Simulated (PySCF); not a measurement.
## Carbon: a sound run and one with changed settings

Sound run: C⁺ [He] 2s2 2p1, C²⁺ [He] 2s2. Computed with PySCF 2.14 in 6-31G*, with the non-relativistic Hamiltonian (point nucleus). In the sound run the correlated levels freeze 1s2. The sound run starts from symmetry-adapted Hartree-Fock orbitals and uses a fine grid where one is needed.

Changed run: initial guess atom, at most 50 SCF cycles.

```tsv
species	method	sound run (hartree)	changed run (hartree)	converged
C⁺	UHF	-37.28672	-37.28672	yes
C⁺	TPSS	-37.43517	-37.43517	yes
C⁺	CCSD(T)	-37.35440	-37.35440	yes
C²⁺	BP86	-36.49373	-36.49373	yes
C²⁺	MP2	-36.43770	-36.43770	yes
```

Here the plain start reaches the same solutions.
